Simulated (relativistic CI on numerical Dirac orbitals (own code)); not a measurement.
## Rh⁵⁺ (4d4) in a crystal field

Calculated by Dirac-Coulomb-Breit CI, KLI orbitals optimised for each configuration, model QED (radiative potential, 1s self-energy scaled to tabulated hydrogen-like ionisation energies), valence Slater integrals scaled by 0.85, one configuration in a parametric crystal field (own radial code).

Field parameters in Wybourne normalisation: D3d B²₀ = −7Dσ, B⁴₀ = −14Dq − 21Dτ, B⁴₃ = −14√(10/7) Dq; D4h B²₀ = −7Ds, B⁴₀ = 21(Dq − Dt), B⁴₄ = 21√(5/14) Dq; Oh B⁴₀ = 21Dq, B⁴₄ = √(5/14) B⁴₀. The field is a parameter set, without covalency.

S and J are read from ⟨S²⟩ = S(S + 1) and ⟨J²⟩ = J(J + 1) of each level; they are not fictitious spins.

D4h, 10Dq = 43700, Ds = 1220, Dt = -480 cm⁻¹, the lowest 16 levels:

| E (cm⁻¹) | Degeneracy | Irrep | S | J |
| --- | --- | --- | --- | --- |
| 0.0 | 1 | A1 | 1.00 | 4.22 |
| 563 | 1 | A2 | 1.01 | 4.18 |
| 1243 | 2 | E | 1.00 | 4.07 |
| 2166 | 1 | B1 | 1.00 | 3.80 |
| 2170 | 1 | B2 | 1.00 | 3.85 |
| 7265 | 2 | E | 0.98 | 4.01 |
| 7272 | 1 | A1 | 0.97 | 3.93 |
| 10323 | 1 | A1 | 0.13 | 4.43 |
| 12690 | 2 | E | 0.10 | 4.47 |
| 18331 | 1 | B2 | 0.03 | 4.50 |
| 19502 | 1 | B1 | 0.02 | 4.57 |
| 26301 | 1 | B1 | 1.99 | 2.98 |
| 26315 | 2 | E | 1.99 | 2.96 |
| 26358 | 1 | A1 | 1.99 | 2.92 |
| 26358 | 1 | A2 | 1.99 | 2.92 |
| 28759 | 1 | B2 | 1.99 | 2.98 |

Oh, 10Dq = 36500 cm⁻¹, the lowest 16 levels:

| E (cm⁻¹) | Degeneracy | Irrep | S | J |
| --- | --- | --- | --- | --- |
| 0.0 | 1 | A1 | 1.02 | 4.27 |
| 1233 | 3 | T1 | 1.02 | 4.17 |
| 2793 | 2 | E | 1.01 | 3.79 |
| 2801 | 3 | T2 | 1.00 | 3.87 |
| 13021 | 3 | T2 | 0.07 | 4.53 |
| 14200 | 2 | E | 0.06 | 4.61 |
| 16482 | 1 | A2 | 2.00 | 3.00 |
| 16541 | 3 | T2 | 1.99 | 2.97 |
| 16602 | 2 | E | 1.98 | 2.95 |
| 16649 | 3 | T1 | 1.98 | 2.93 |
| 16696 | 1 | A1 | 1.98 | 2.91 |
| 26248 | 1 | A1 | 0.09 | 3.80 |
| 35050 | 3 | T1 | 0.99 | 4.95 |
| 35092 | 1 | A1 | 1.00 | 4.31 |
| 35434 | 3 | T2 | 1.00 | 4.97 |
| 35530 | 3 | T1 | 1.01 | 4.27 |

D3d, 10Dq = 20950, Dσ = 470, Dτ = -200 cm⁻¹, the lowest 10 levels:

| E (cm⁻¹) | Degeneracy | Irrep | S | J |
| --- | --- | --- | --- | --- |
| 0.0 | 1 | A1 | 1.53 | 3.41 |
| 953 | 1 | A2 | 1.67 | 3.24 |
| 1065 | 2 | E | 1.67 | 3.30 |
| 1940 | 2 | E | 1.83 | 3.05 |
| 2309 | 1 | A1 | 1.89 | 3.02 |
| 2342 | 2 | E | 1.86 | 3.13 |
| 2818 | 1 | A2 | 1.99 | 3.01 |
| 4873 | 1 | A1 | 1.56 | 3.62 |
| 5112 | 2 | E | 1.29 | 3.79 |
| 5129 | 1 | A2 | 1.44 | 3.76 |

The free-ion ground term has S = 2. The field overcomes the spin-pairing energy for D4h, 10Dq = 43700, Ds = 1220, Dt = -480 cm⁻¹; Oh, 10Dq = 36500 cm⁻¹, where the ground state has lower spin; these fields are assumed values.

Levels of this model without a field, named by their leading LS term: ⁵D0 0, ⁵D1 680, ⁵D2 1766, ⁵D3 3076, ⁵D4 4515, ³P0 18362, ³H4 18962, ³H5 20517 cm⁻¹.
